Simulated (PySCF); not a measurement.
Strontium: a sound run and one with changed settings

Sound run: Sr [Kr] 5s2, Sr⁺ [Kr] 5s1. All numbers are calculated (PySCF 2.14, the spin-free X2C one-electron Hamiltonian (Gaussian nucleus), in x2c-SVPall (6s4p5d1f, 50 functions)). In the sound run the correlated levels freeze [Kr]. The sound run starts from symmetry-adapted Hartree-Fock orbitals and uses a fine grid where one is needed.

Changed run: basis STO-3G, all-electron and non-relativistic. This setting is unsound on purpose.

```
species   method  sound run (hartree)  changed run (hartree)  converged
     Sr      UHF          -3177.02417            -3099.11673        yes
     Sr    M06-L          -3178.81860            -3100.62289        yes
     Sr     BP86          -3179.32081            -3100.82335        yes
     Sr      MP2          -3177.03991            -3099.13044        yes
     Sr  CCSD(T)          -3177.04837            -3099.13998        yes
    Sr⁺      UHF          -3176.84871            -3099.06918        yes
    Sr⁺    M06-L          -3178.60537            -3100.51988        yes
    Sr⁺     BP86          -3179.10288            -3100.71078        yes
```

Ionisation energy of Sr:

```
 method  sound run (eV)  changed run (eV)
    UHF           4.774             1.294
  M06-L           5.802             2.803
   BP86           5.930             3.063
    MP2           5.203             1.667
SCS-MP2           5.288             1.742
   CCSD           5.433             1.927
CCSD(T)           5.433             1.927
  CCSDT           5.433             1.927
    FCI           5.433             1.927
```

A minimal basis cannot let orbitals breathe on ionisation and holds almost no correlation. The Hamiltonian changed with the basis, so the totals do not compare.

For comparison, NIST gives 5.695 eV between the lowest levels.
